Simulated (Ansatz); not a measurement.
The same molecule with X = Ti, Zr, Hf. Ansatz, PBE0-D4/def2-TZVP geometries, multiplicity 1. Each molecule was computed in one conformer, which needn't be the lowest.

Elements past krypton have def2 core potentials. Scalar relativity is left out up to krypton.

```csv
X,molecule,mean X–Se bond length / Å,HOMO energy (B3LYP/def2-TZVPP) / eV,LUMO energy (ωB97M-V/def2-TZVPP) / eV,HOMO energy (PBE0/def2-TZVPP) / eV
Ti,`[SeH][Ti]([SeH])([SeH])[SeH]`,2.402,-7.14,-1.05,-7.39
Zr,`[SeH][Zr]([SeH])([SeH])[SeH]`,2.550,-7.17,-0.58,-7.42
```

(1) Give the row for X = Hf, `[SeH][Hf]([SeH])([SeH])[SeH]`. (Estimate.)

Answers

(1) Ansatz gave: 
```csv
X,molecule,mean X–Se bond length / Å,HOMO energy (B3LYP/def2-TZVPP) / eV,LUMO energy (ωB97M-V/def2-TZVPP) / eV,HOMO energy (PBE0/def2-TZVPP) / eV
Hf,`[SeH][Hf]([SeH])([SeH])[SeH]`,2.552,-7.23,-0.28,-7.48
```

From Ti to Hf the mean X–Se bond length rises at each step, by 0.150 Å in all; the HOMO energy (B3LYP/def2-TZVPP) falls at each step, by 0.09 eV in all; the LUMO energy (ωB97M-V/def2-TZVPP) rises at each step, by 0.77 eV in all; the HOMO energy (PBE0/def2-TZVPP) falls at each step, by 0.09 eV in all.

B3LYP here is the variant with VWN-RPA as its local correlation; programs differ in this.

Spin–orbit coupling is left out; it splits and shifts lone-pair levels of the heavy atoms by tenths of an eV.
